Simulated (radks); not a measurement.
Values are calculated unless marked as measured or tabulated.
Question: These are the eigenvalues of the occupied orbitals of an atom or ion with whole-number occupations (eV). Code: a radial shooting solver on a logarithmic mesh with Libxc functionals. Model: Dirac Kohn-Sham, PBE, spin-unpolarised, spherical densities, finite nucleus; Fermi nuclear charge, rms radius of each element as measured or else 0.836 A^(1/3) + 0.57 fm.

orbital  eigenvalue
1s1/2     -30532.51
2s1/2     -5885.116
2p1/2     -5609.105
2p3/2     -5375.264
3s1/2     -2118.906
3p1/2     -2015.623
3p3/2     -1962.056
3d3/2     -1802.285

Which element is it, and in what charge state? The configuration may be excited. Open shells, if any, fill j = l - 1/2 first.

Answer: Z = 50, tin, charge +31: Sn31+ in [Ar] 3d1. The list shows which subshells hold electrons but not how many an open one holds; the 1s level, -1122 hartree, gives Z - s = 47.4 by -(Z - s)^2/2, which with screening and relativity narrows Z to a few neighbours, and the depths of the outer levels then fix element, charge and occupations together.
